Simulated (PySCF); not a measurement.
**Electron correlation in S⁺ (sulfur, charge +1)**

[Ne] 3s2 3p3, high-spin 4S determinant. Calculation: PySCF 2.14, in aug-cc-pV(D+d)Z (5s4p3d, 32 functions); no relativity, point nucleus. Frozen: [Ne]; 5 electrons correlated.

MP2 pair energies summed by pair of shells (mhartree):

```csv
pair,energy,share (%)
3s-3p,-46.35,64.5
3p-3p,-17.62,24.5
3s-3s,-7.89,11.0
```

Total MP2 correlation energy: -71.86 mhartree.

Same-spin part -19.67 and opposite-spin part -52.19 mhartree; SCS-MP2 scales them by 1/3 and 6/5 to -69.18 mhartree.

```tsv
level	correlation energy (mhartree)
CCSD	-92.15
(T)	-1.36
CCSD(T)	-93.51
```

Diagnostics: T1 = 0.0020, D1 = 0.0061, largest double amplitude 0.056.

Cost of the coupled-cluster step: 0.2 s of wall time on 1 thread of Neoverse-V2 (shared host), for 5 correlated electrons.
